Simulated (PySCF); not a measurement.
**Structure elucidation problem**

Molecular formula: C6H9F3. Simulated spectra:

1H NMR (500 MHz, computed): δ 5.22 (m, 1H), 5.18 (m, 1H), 2.37 (t, 2H), 2.13 (m, 2H), 1.87 (s, 3H).

13C{1H} NMR (computed): δ 152.6 (C), 136.1 (C), 119.5 (CH2), 39.2 (CH2), 36.5 (CH2), 24.2 (CH3).

How the numbers were obtained: GFN2-xTB structure, shielding tensors at PBE0/pcSseg-1 (GIAO), in PySCF 2.14.0 with density-fitted response routines (single conformer, isolated molecule, rapidly exchanging positions averaged, non-relativistic Hamiltonian).

Chemical shifts δ = σref − σ; 1H and 13C against TMS, all at this level.

Question: Deduce the structure.

Answer: 
The formula gives 1 degree of unsaturation (no ring in the answer). 6 carbon signals for 6 carbons: no two carbons are equivalent. Carbon types of the structure: 2 × C, 3 × CH2, 1 × CH3, which accounts for all hydrogens. δC 152.6: fully substituted alkene carbon; the olefinic region. δC 136.1: CF3 carbon; 3 electronegative neighbours deshield it. δC 119.5: terminal =CH2 carbon; as expected for a trigonal carbon in a double bond. δC 39.2: sp3 CH2; a saturated carbon with 2 carbon neighbours and no heteroatom attached. δC 36.5: allylic sp3 CH2; a saturated carbon with 2 carbon neighbours and no heteroatom attached. δH 5.22, 5.18: hydrogen on a terminal =CH2 carbon; attached to an sp2 carbon and in the plane of the double bond. δH 1.87: hydrogen on an allylic methyl carbon; allylic position.

These data were computed for SMILES C=C(C)CCC(F)(F)F.

This is the structure that produced the data.

Splittings by 19F in the carbon and heteronuclear signals aren't shown, as no couplings were computed. Shifts are as computed. Against solution values, carbons near 30 ppm lie about +3 ppm off and those near 130 ppm about +5 ppm (rms about the fit 2.1 ppm; single classes can miss by 10 ppm). Of 1328 compounds with measured shifts, 309 miss one by over three times the rms of a fit or turn the order of signals round; such compounds aren't used in these exercises. Signals without a measured value on file couldn't be tested in this way; 1H shifts scatter by 0.2 ppm about their fit, and single ones miss by 0.5 ppm. Multiplicities follow the n + 1 count of equivalent neighbours, as no J values were calculated; m marks all less simple cases, F and P coupling included.
